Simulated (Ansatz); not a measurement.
**Nudged elastic band run: ClGaH4**

The input (input.yaml):

```yaml
crystal:
  periodic: [false, false, false]
  atoms:
    - { symbol: Ga, position_ang: [0.00183, 0.192187, 0.156239] }
    - { symbol: Cl, position_ang: [-0.015196, 0.866234, 2.231087] }
    - { symbol: H, position_ang: [1.428355, 0.07959, -0.489525] }
    - { symbol: H, position_ang: [-1.418349, -0.003909, -0.483752] }
    - { symbol: H, position_ang: [0.078209, -2.349896, 0.520732] }
    - { symbol: H, position_ang: [0.069852, -2.065906, 1.238619] }
basis:
  gaussian: { orbitals: def2-SVP }
hamiltonian:
  xc: pbe
neb:
  order_check: false
  images: 5
  f_tol: 0.03
  max_iterations: 60
  final_atoms:
    - { symbol: Ga, position_ang: [0.02021598, -0.45680707, -0.37318105] }
    - { symbol: Cl, position_ang: [0.01257256, -0.03513148, 2.37522712] }
    - { symbol: H, position_ang: [1.37066927, 0.31806697, -0.64501232] }
    - { symbol: H, position_ang: [-1.37521, 0.23556875, -0.64054059] }
    - { symbol: H, position_ang: [0.06763639, -2.02164381, -0.1038584] }
    - { symbol: H, position_ang: [0.04881681, -1.32175336, 2.56076522] }
  initial_path:
    images:
      - { positions_ang: [[0.00183, 0.192187, 0.156239], [-0.015196, 0.866234, 2.231087], [1.428355, 0.07959, -0.489525], [-1.418349, -0.003909, -0.483752], [0.078209, -2.349896, 0.520732], [0.069852, -2.065906, 1.238619]] }
      - { positions_ang: [[0.00063295, 0.12298512, 0.0990219], [-0.01125811, 0.59699621, 2.34523519], [1.40501, 0.04219166, -0.59281334], [-1.39918585, -0.01695687, -0.58943279], [0.07975667, -2.15674659, 0.55538941], [0.06974534, -1.87016952, 1.35599964]] }
      - { positions_ang: [[-0.00056409, 0.05378323, 0.0418048], [-0.00732021, 0.32775842, 2.45938338], [1.381665, 0.00479332, -0.69610168], [-1.38002271, -0.03000474, -0.69511358], [0.08130433, -1.96359718, 0.59004682], [0.06963868, -1.67443305, 1.47338027]] }
      - { positions_ang: [[-0.00176114, -0.01541865, -0.0154123], [-0.00338232, 0.05852062, 2.57353157], [1.35832, -0.03260502, -0.79939002], [-1.36085956, -0.04305262, -0.80079438], [0.082852, -1.77044776, 0.62470422], [0.06953202, -1.47869657, 1.59076091]] }
      - { positions_ang: [[0.00556456, -0.16254812, -0.13466855], [0.00193597, 0.02730325, 2.50743009], [1.36243643, 0.08428564, -0.74793079], [-1.36564304, 0.04982117, -0.74737645], [0.07778013, -1.85417978, 0.38185002], [0.06262695, -1.42638217, 1.91409568]] }
      - { positions_ang: [[0.01289027, -0.3096776, -0.2539248], [0.00725427, -0.00391411, 2.4413286], [1.36655285, 0.20117631, -0.69647155], [-1.37042652, 0.14269496, -0.69395852], [0.07270826, -1.93791179, 0.13899581], [0.05572188, -1.37406777, 2.23743045]] }
      - { positions_ang: [[0.02021598, -0.45680707, -0.37318105], [0.01257256, -0.03513148, 2.37522712], [1.37066927, 0.31806697, -0.64501232], [-1.37521, 0.23556875, -0.64054059], [0.06763639, -2.02164381, -0.1038584], [0.04881681, -1.32175336, 2.56076522]] }
```

Command:

```bash
$ ansatz run input.yaml --threads 1 --pin off --max-ram 2048MiB --backend cpu --events-out ev --progress --plain --runs-dir out
```

Output, in part (warnings, iteration lines, the closing report on the highest movable image, with atoms numbered from 0):

```
NEB end point (image 0): max|allowed force component| = 8.080e-3 eV/Å (the criterion of neb.relax_end_points is 1.000e-2)
NEB end point (image 6): max|allowed force component| = 1.990e-2 eV/Å (the criterion of neb.relax_end_points is 1.000e-2)
NEB iter   1: max|band force component| = 2.377e0 eV/Å  barrier→ = 1.6627 eV  barrier← = 0.7448 eV  Δτ_max = 0.2000 Å  (163 SCF iters)
NEB iter   2: max|band force component| = 1.380e0 eV/Å  barrier→ = 1.1234 eV  barrier← = 0.2055 eV  Δτ_max = 0.1745 Å  (133 SCF iters)
NEB iter   3: max|band force component| = 1.004e0 eV/Å  barrier→ = 1.0096 eV  barrier← = 0.0917 eV  Δτ_max = 0.0663 Å  (140 SCF iters)
NEB iter   4: max|band force component| = 3.694e-1 eV/Å  barrier→ = 0.9643 eV  barrier← = 0.0464 eV  CI = image 4  Δτ_max = 0.2000 Å  (127 SCF iters)
NEB iter   5: max|band force component| = 2.896e-1 eV/Å  barrier→ = 1.0041 eV  barrier← = 0.0861 eV  CI = image 4  Δτ_max = 0.0645 Å  (140 SCF iters)
NEB iter   6: max|band force component| = 2.197e-1 eV/Å  barrier→ = 1.0054 eV  barrier← = 0.0875 eV  CI = image 4  Δτ_max = 0.0317 Å  (128 SCF iters)
NEB iter   7: max|band force component| = 8.522e-2 eV/Å  barrier→ = 0.9984 eV  barrier← = 0.0805 eV  CI = image 4  Δτ_max = 0.0223 Å  (122 SCF iters)
NEB iter   8: max|band force component| = 3.256e-2 eV/Å  barrier→ = 0.9972 eV  barrier← = 0.0793 eV  CI = image 4  Δτ_max = 0.0052 Å  (112 SCF iters)
NEB iter   9: max|band force component| = 1.596e-2 eV/Å  barrier→ = 0.9971 eV  barrier← = 0.0791 eV  CI = image 4  Δτ_max = 0.0000 Å  (218 SCF iters)
Total energy: -64940.98082216 eV, -2386.5370266365 hartree
Atom 0 at     0.016578    -0.331382    -0.153933 Å, force     0.000793    -0.000182     0.010417 eV/Å
Atom 1 at     0.015245    -0.031438     2.408469 Å, force    -0.000017     0.015878     0.015278 eV/Å
Atom 2 at     1.436612     0.141787    -0.608446 Å, force     0.004423     0.001363    -0.005656 eV/Å
Atom 3 at    -1.428751     0.066517    -0.600595 Å, force    -0.005104     0.000782    -0.005977 eV/Å
Atom 4 at     0.059220    -1.869627     0.539433 Å, force    -0.000028    -0.007492    -0.006437 eV/Å
Atom 5 at     0.045796    -1.257557     1.588471 Å, force    -0.000067    -0.010348    -0.007624 eV/Å
Dipole moment:     0.002339    -0.106527    -0.170526 e Å
```

It converged. A vibrational analysis at the climbing image gives one clearly imaginary mode, 470i cm⁻¹: a first-order saddle point. The orbitals stay closed-shell, which can raise the energy where a bond breaks towards radicals; this wasn't checked here.

Final band (atoms are numbered from 1 in the order of the input):

| image | path coordinate (Å) | energy (kJ/mol) | Ga1–Cl2 (Å) | H5–H6 (Å) | Ga1–H5 (Å) |
| --- | --- | --- | --- | --- | --- |
| 0 | 0.00 | 0.0 | 2.18 | 0.77 | 2.57 |
| 1 | 0.40 | 2.7 | 2.19 | 0.78 | 2.36 |
| 2 | 0.80 | 20.2 | 2.24 | 0.79 | 2.11 |
| 3 | 1.19 | 66.3 | 2.38 | 0.90 | 1.86 |
| 4 | 1.59 | 96.2 | 2.58 | 1.21 | 1.69 |
| 5 | 2.21 | 90.8 | 2.79 | 1.96 | 1.60 |
| 6 | 2.84 | 88.6 | 2.78 | 2.76 | 1.59 |

The run took 69 s on 1 thread of Arm Neoverse V2, on a shared host, peak memory 0.11 GiB.
